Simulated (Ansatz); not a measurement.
`[OH][Ga]([Cl])[Cl]` + CH₃SH → `C[S][Ga]([Cl])[Cl]` + H₂O at 500 K and 1 bar (ligand exchange at a Ga–O bond).

Calculated with Ansatz (gas phase, PBE0-D4/def2-TZVP geometries, no zero-point term in ΔE). CBS: MP2 limit from def2 TZ/QZ plus the TZ coupled-cluster correction, frozen cores. This one scheme is used for every species. For Ga outer-core shells are correlated without core-valence functions, which leaves a few kJ/mol of doubt a bond. Scalar relativity is left out up to krypton. Each species was taken in one conformer, which may not be the lowest.

| species | CCSD(T)/CBS energy (Eh) | H − E (kJ/mol) | S (J/(mol·K)) |
| --- | --- | --- | --- |
| `[OH][Ga]([Cl])[Cl]` | -2919.41483 | 78.2 | 379.7 |
| CH₃SH | -438.22835 | 145.1 | 283.7 |
| `C[S][Ga]([Cl])[Cl]` | -3281.27922 | 157.5 | 454.6 |
| H₂O | -76.37941 | 73.2 | 206.3 |

H − E and S are ideal-gas, rigid-rotor, harmonic terms from PBE0-D4/def2-TZVP, for one conformer and one mirror image of each species. 1 Eh = 2625.50 kJ/mol, R = 8.31446 J/(mol·K).

Q: By hand: ΔE, ΔH, ΔS and ΔG.

A: ΔE = (-3281.27922) + (-76.37941) − (-2919.41483) − (-438.22835) = -0.01545 Eh = -40.6 kJ/mol. Δ(H − E) = 157.5 + 73.2 − 78.2 − 145.1 = 7.4, so ΔH = -33.2 kJ/mol. ΔS = 454.6 + 206.3 − 379.7 − 283.7 = -2.5 J/(mol·K). ΔG = -33.2 − 500 × (-2.5)/1000 = -32.0 kJ/mol.

Q: By hand: the equilibrium constant, and the temperature at which ΔG would vanish if ΔH and ΔS stayed fixed.

A: log₁₀ K = −ΔG/(RT ln 10) = 3.3. ΔG = 0 at ΔH/ΔS = 13280 K, far beyond where these terms or the molecules hold.

The number of gas molecules stays the same, so ΔS is small and ΔH decides. A doubt of 5 kJ/mol in ΔE shifts log₁₀ K by 0.5 here. Other conformers and mirror images would add mixing entropy, several J/(mol·K) or more a flexible species. Modes under 60 cm⁻¹, often nearly free rotors, make the harmonic entropy too high. These are equilibria of isolated gas molecules and say nothing of rates. Largest T1 diagnostic: 0.012 (customary marks: 0.02 for closed shells, 0.045 for open ones).
